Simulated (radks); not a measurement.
Question: These are the eigenvalues of the occupied orbitals of an atom or ion with whole-number occupations (eV). Method: scalar-relativistic Kohn-Sham, SCAN, spin-polarised, spherical densities, finite nucleus; meta-GGA in the generalised Kohn-Sham scheme; Fermi nuclear charge, rms radius of each element as measured or else 0.836 A^(1/3) + 0.57 fm; computed with a radial shooting solver on a logarithmic mesh with Libxc functionals.

1s: -88803.73

Which element is it, and in what charge state? The configuration may be excited. Open shells, if any, are filled with parallel spins first.

Answer: Z = 78, platinum, charge +76: Pt76+ in [He]. The 1s level, -3263.5 hartree, gives Z - s = 80.8 by -(Z - s)^2/2, which with screening and relativity narrows Z to a few neighbours, and with so few levels the electron count can be read from the list.
